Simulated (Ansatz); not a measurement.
Cost and result for the atomization energy of CH6Cl2GeSi, SMILES `C[Si](Cl)(Cl)[GeH3]` (11 atoms, 10 bonds).

Cartesian coordinates in Å:
```
C 1.734 -0.322 -0.229
Si 0.234 0.717 0.096
Cl 0.459 1.640 1.924
Cl 0.128 2.184 -1.346
Ge -1.831 -0.460 0.108
H 1.829 -1.096 0.537
H 2.632 0.299 -0.214
H 1.655 -0.802 -1.207
H -1.809 -1.539 1.203
H -2.982 0.517 0.381
H -2.051 -1.138 -1.253
```

The species carries charge 0 and has multiplicity 1. Correlated methods include outer-core shells of Ge, which these sets cover unevenly. Scalar relativity is left out up to krypton. All single points use the PBE0-D4/def2-TZVP geometry. Program: Ansatz. All runs use 4 threads of an Arm Neoverse V2 on a shared host. Times are those of one run each, without the atoms' runs, and a repeat can differ threefold. Electronic energies, without spin–orbit coupling; frozen cores. CCSD(T)/CBS adds CCSD(T) − MP2 in def2-TZVPP to the MP2 limit, and its time is that of the two runs behind it. T1 = 0.011. With those shells the extrapolation isn't a true limit. B3LYP takes the VWN-RPA correlation (the form of Gaussian; ORCA's B3LYP/G). HSE06 is the plane-wave form, built on full-range PBE exchange.

CCSD(T)/CBS is a level of theory with its own doubt, some kJ/mol a heavy atom from the limit and from the frozen cores, so smaller differences don't rank the functionals.

```json
{"level": "LDA (SPW92)/def2-TZVPP", "functions": "289", "wall time": "2 s", "atomization (kcal/mol)": "955.9", "difference from CCSD(T)/CBS": "103.1", "per bond": "10.3"}
{"level": "PBE-D4/def2-TZVPP (with forces)", "functions": "289", "wall time": "3.9 s", "atomization (kcal/mol)": "853.3", "difference from CCSD(T)/CBS": "0.5", "per bond": "0.0"}
{"level": "HSE06-D4/def2-TZVPP", "functions": "289", "wall time": "7 s", "atomization (kcal/mol)": "848.9", "difference from CCSD(T)/CBS": "-3.9", "per bond": "-0.4"}
{"level": "BHLYP-D4/def2-TZVPP", "functions": "289", "wall time": "7 s", "atomization (kcal/mol)": "832.1", "difference from CCSD(T)/CBS": "-20.7", "per bond": "-2.1"}
{"level": "B3LYP-D4/def2-TZVPP (with forces)", "functions": "289", "wall time": "9.5 s", "atomization (kcal/mol)": "843.4", "difference from CCSD(T)/CBS": "-9.4", "per bond": "-0.9"}
{"level": "B2PLYP/def2-TZVPP", "functions": "289", "wall time": "9.5 s", "atomization (kcal/mol)": "834.8", "difference from CCSD(T)/CBS": "-18.0", "per bond": "-1.8"}
{"level": "CCSD(T)/def2-SVP", "functions": "130", "wall time": "13 s", "atomization (kcal/mol)": "792.9", "difference from CCSD(T)/CBS": "-59.9", "per bond": "-6.0"}
{"level": "ωB97X-V/def2-TZVPP", "functions": "289", "wall time": "14 s", "atomization (kcal/mol)": "856.0", "difference from CCSD(T)/CBS": "3.2", "per bond": "0.3"}
{"level": "B97M-V/def2-TZVPP", "functions": "289", "wall time": "15 s", "atomization (kcal/mol)": "861.7", "difference from CCSD(T)/CBS": "8.9", "per bond": "0.9"}
{"level": "ωB97M-V/def2-TZVPP (with forces)", "functions": "289", "wall time": "21 s", "atomization (kcal/mol)": "851.1", "difference from CCSD(T)/CBS": "-1.7", "per bond": "-0.2"}
{"level": "MP2/def2-QZVPP", "functions": "536", "wall time": "38 s", "atomization (kcal/mol)": "851.3", "difference from CCSD(T)/CBS": "-1.5", "per bond": "-0.1"}
{"level": "CCSD(T)/def2-TZVPP", "functions": "289", "wall time": "7.2 min", "atomization (kcal/mol)": "831.5", "difference from CCSD(T)/CBS": "-21.3", "per bond": "-2.1"}
{"level": "CCSD(T)/CBS(def2)", "functions": "–", "wall time": "7.8 min", "atomization (kcal/mol)": "852.8", "difference from CCSD(T)/CBS": "0.0", "per bond": "0.0"}
```

From PBE to PBE0 (25 % exact exchange), in def2-TZVPP and without D4, the atomization energy moves by −3.5 kcal/mol: exact exchange takes away binding that semilocal exchange gives to molecules. In def2-TZVPP, CCSD(T) changes the Hartree–Fock value by +191.5 kcal/mol (the triples alone add +11.5 kcal/mol) and MP2 by +198.9 kcal/mol; breaking electron pairs costs correlation energy, which Hartree–Fock lacks. The D4 term adds +12.9 kcal/mol with B3LYP and +6.8 kcal/mol with PBE0; it sums over pairs of atoms, weighted by their polarisabilities, and B3LYP, whose exchange is more repulsive, gets the larger term.

For some Ge, Se and Sn compounds the MP2-based and the directly extrapolated limit differ by 10 to 25 kJ/mol.
